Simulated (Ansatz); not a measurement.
Si2H7OF, singlet: a trajectory.

Input (in.yaml):

```yaml
crystal:
  periodic: [false, false, false]
  atoms:
    - {symbol: Si, position_ang: [-0.922248, 0.631871, -1.114368]}
    - {symbol: H, position_ang: [0.136351, 1.681010, -1.293599]}
    - {symbol: O, position_ang: [-0.268711, -0.712624, -0.484935]}
    - {symbol: Si, position_ang: [0.345971, -1.478344, 0.833342]}
    - {symbol: H, position_ang: [-1.472212, 0.329963, -2.455540]}
    - {symbol: H, position_ang: [-1.971127, 1.196196, -0.229665]}
    - {symbol: H, position_ang: [1.151003, 1.857501, 0.121590]}
    - {symbol: F, position_ang: [1.439144, 1.660258, 0.980830]}
    - {symbol: H, position_ang: [-0.188869, -0.869911, 2.076427]}
    - {symbol: H, position_ang: [1.825119, -1.396631, 0.811926]}
    - {symbol: H, position_ang: [-0.074521, -2.899391, 0.753992]}
basis:
  gaussian: {orbitals: def2-SVP}
hamiltonian: {xc: pbe0, dispersion: d4}
md: {n_steps: 25, timestep: 0.5, temperature: 8000, ensemble: nvt_nose_hoover, seed: 877, initial_velocities: maxwell_boltzmann}
```

Run by:

```bash
ansatz run in.yaml --threads 4 --pin off --events-out ev --progress --plain --max-ram 9574MiB
```

What Ansatz 0.2.0 printed:

```
Functional definition: PBE0
  name "PBE0"
  cite "Adamo & Barone, J. Chem. Phys. 110, 6158 (1999) doi:10.1063/1.478522"
  cite "Perdew, Burke & Ernzerhof, Phys. Rev. Lett. 77, 3865 (1996) doi:10.1103/PhysRevLett.77.3865"
  parent pbe
  parameter a = 0.25
  parameter kappa = 0.804
  parameter beta = 0.06672455060314922
  exchange = (1 - a)*pbe_x(kappa = kappa, mu = beta*pi^2/3) + a*exact_x
  correlation = pbe_c(beta = beta)
1013 factors; integrals over basis functions are off by at most 4.7e-4 eV
mean field evaluation 1: about -20609.9502 eV, gradient 5.2e1 eV
mean field evaluation 2: about -20602.6777 eV, gradient 8.2e1 eV
mean field evaluation 4: about -20614.2737 eV, gradient 3.4e0 eV
mean field evaluation 8: about -20614.2959 eV, gradient 3.2e-2 eV
mean field -20614.29591531 eV, -757.5614020160 hartree, gradient 5.1e-5 eV, S^2 0.000000; 0 other end points of the search recorded, 0 dependent functions left out
the calculation of the forces begins
reference -20614.29594361 eV, -757.5614030560 hartree; 26, 26 occupied and 73, 73 virtual orbitals, 1013 factors
md step     0: t =     0.00 fs  T =  8000.0 K  F+E_penalty+E_count = -20614.46757278 eV  E_kin = 9.306720 eV  conserved = -20605.16085286 eV  (23 SCF iters)
md step     1: t =     0.50 fs  T =  7923.5 K  F+E_penalty+E_count = -20614.37812534 eV  E_kin = 9.217674 eV  conserved = -20605.16045146 eV  (23 SCF iters, 5 dispersion substeps)
md step     2: t =     1.00 fs  T =  7711.3 K  F+E_penalty+E_count = -20614.12944429 eV  E_kin = 8.970875 eV  conserved = -20605.15857587 eV  (23 SCF iters, 5 dispersion substeps)
md step     3: t =     1.50 fs  T =  7388.0 K  F+E_penalty+E_count = -20613.75066842 eV  E_kin = 8.594766 eV  conserved = -20605.15593103 eV  (23 SCF iters, 5 dispersion substeps)
md step     4: t =     2.00 fs  T =  6987.8 K  F+E_penalty+E_count = -20613.28247465 eV  E_kin = 8.129197 eV  conserved = -20605.15335965 eV  (23 SCF iters, 5 dispersion substeps)
md step     5: t =     2.50 fs  T =  6544.8 K  F+E_penalty+E_count = -20612.76506675 eV  E_kin = 7.613849 eV  conserved = -20605.15140018 eV  (23 SCF iters, 5 dispersion substeps)
md step     6: t =     3.00 fs  T =  6085.8 K  F+E_penalty+E_count = -20612.22962495 eV  E_kin = 7.079875 eV  conserved = -20605.15009210 eV  (23 SCF iters, 5 dispersion substeps)
md step     7: t =     3.50 fs  T =  5626.9 K  F+E_penalty+E_count = -20611.69459992 eV  E_kin = 6.546019 eV  conserved = -20605.14915284 eV  (24 SCF iters, 5 dispersion substeps)
md step     8: t =     4.00 fs  T =  5176.7 K  F+E_penalty+E_count = -20611.16975955 eV  E_kin = 6.022287 eV  conserved = -20605.14834938 eV  (25 SCF iters, 5 dispersion substeps)
md step     9: t =     4.50 fs  T =  4743.5 K  F+E_penalty+E_count = -20610.66466473 eV  E_kin = 5.518290 eV  conserved = -20605.14763347 eV  (26 SCF iters, 5 dispersion substeps)
md step    10: t =     5.00 fs  T =  4336.5 K  F+E_penalty+E_count = -20610.19008456 eV  E_kin = 5.044805 eV  conserved = -20605.14699447 eV  (29 SCF iters, 5 dispersion substeps)
md step    11: t =     5.50 fs  T =  3964.7 K  F+E_penalty+E_count = -20609.75649905 eV  E_kin = 4.612278 eV  conserved = -20605.14646408 eV  (26 SCF iters, 5 dispersion substeps)
md step    12: t =     6.00 fs  T =  3635.0 K  F+E_penalty+E_count = -20609.37199157 eV  E_kin = 4.228744 eV  conserved = -20605.14608510 eV  (26 SCF iters, 5 dispersion substeps)
md step    13: t =     6.50 fs  T =  3351.8 K  F+E_penalty+E_count = -20609.04165016 eV  E_kin = 3.899241 eV  conserved = -20605.14590412 eV  (26 SCF iters, 5 dispersion substeps)
md step    14: t =     7.00 fs  T =  3116.5 K  F+E_penalty+E_count = -20608.76730092 eV  E_kin = 3.625582 eV  conserved = -20605.14593200 eV  (26 SCF iters, 5 dispersion substeps)
md step    15: t =     7.50 fs  T =  2928.3 K  F+E_penalty+E_count = -20608.54765864 eV  E_kin = 3.406558 eV  conserved = -20605.14609301 eV  (25 SCF iters, 5 dispersion substeps)
md step    16: t =     8.00 fs  T =  2784.5 K  F+E_penalty+E_count = -20608.37969557 eV  E_kin = 3.239318 eV  conserved = -20605.14621134 eV  (25 SCF iters, 5 dispersion substeps)
md step    17: t =     8.50 fs  T =  2683.7 K  F+E_penalty+E_count = -20608.26139189 eV  E_kin = 3.122053 eV  conserved = -20605.14608195 eV  (25 SCF iters, 5 dispersion substeps)
md step    18: t =     9.00 fs  T =  2627.6 K  F+E_penalty+E_count = -20608.19469918 eV  E_kin = 3.056789 eV  conserved = -20605.14564039 eV  (26 SCF iters, 5 dispersion substeps)
md step    19: t =     9.50 fs  T =  2621.7 K  F+E_penalty+E_count = -20608.18617865 eV  E_kin = 3.049871 eV  conserved = -20605.14511527 eV  (27 SCF iters, 5 dispersion substeps)
md step    20: t =    10.00 fs  T =  2672.0 K  F+E_penalty+E_count = -20608.24333681 eV  E_kin = 3.108421 eV  conserved = -20605.14491496 eV  (26 SCF iters, 5 dispersion substeps)
md step    21: t =    10.50 fs  T =  2780.8 K  F+E_penalty+E_count = -20608.36889982 eV  E_kin = 3.234991 eV  conserved = -20605.14524213 eV  (26 SCF iters, 5 dispersion substeps)
md step    22: t =    11.00 fs  T =  2944.7 K  F+E_penalty+E_count = -20608.55875490 eV  E_kin = 3.425675 eV  conserved = -20605.14592362 eV  (26 SCF iters, 5 dispersion substeps)
md step    23: t =    11.50 fs  T =  3156.2 K  F+E_penalty+E_count = -20608.80383597 eV  E_kin = 3.671738 eV  conserved = -20605.14666292 eV  (26 SCF iters, 5 dispersion substeps)
md step    24: t =    12.00 fs  T =  3406.7 K  F+E_penalty+E_count = -20609.09392590 eV  E_kin = 3.963130 eV  conserved = -20605.14733049 eV  (27 SCF iters, 5 dispersion substeps)
md step    25: t =    12.50 fs  T =  3688.4 K  F+E_penalty+E_count = -20609.42021209 eV  E_kin = 4.290893 eV  conserved = -20605.14810205 eV  (27 SCF iters, 5 dispersion substeps)
Total energy: -20609.42024073 eV, -757.3822242801 hartree
Atom 0 at    -0.849016     0.603411    -1.163122 Å, force    -1.021611     1.586065    -2.050464 eV/Å
Atom 1 at     0.045081     1.498454    -1.956100 Å, force     0.259411     0.148851     0.156298 eV/Å
Atom 2 at    -0.323575    -0.604799    -0.364320 Å, force    -0.371884    -1.398773    -1.692049 eV/Å
Atom 3 at     0.446154    -1.357875     0.837727 Å, force     1.579798     0.351704    -2.105854 eV/Å
Atom 4 at    -1.599963    -0.129677    -2.438402 Å, force    -0.157338     1.322409     1.732189 eV/Å
Atom 5 at    -0.987510     1.384100     0.270568 Å, force    -1.071116     0.511793    -1.553749 eV/Å
Atom 6 at     0.442182     1.571525     0.529021 Å, force     0.593514     0.162772     0.574068 eV/Å
Atom 7 at     1.242976     1.427054     1.030436 Å, force    -0.094693     0.995668    -0.686191 eV/Å
Atom 8 at     0.304824     0.064352     1.587620 Å, force     0.921959    -2.581710     1.107516 eV/Å
Atom 9 at     1.459437    -1.963533    -0.633853 Å, force    -0.103799     0.500427     3.051424 eV/Å
Atom 10 at    -0.521930    -2.406113     0.813143 Å, force    -0.534240    -1.599207     1.466814 eV/Å
Dipole moment:    -0.252357     0.048933     0.088133 e Å

[the SCF lines of later steps are left out]
```

Hardware: 4 CPU threads of an Arm Neoverse V1, shared host. Wall time about 30 s.


The run ended normally. The set temperature is far above any at which the molecule holds together: the atoms start with that much kinetic energy, which flows into stretching the bonds.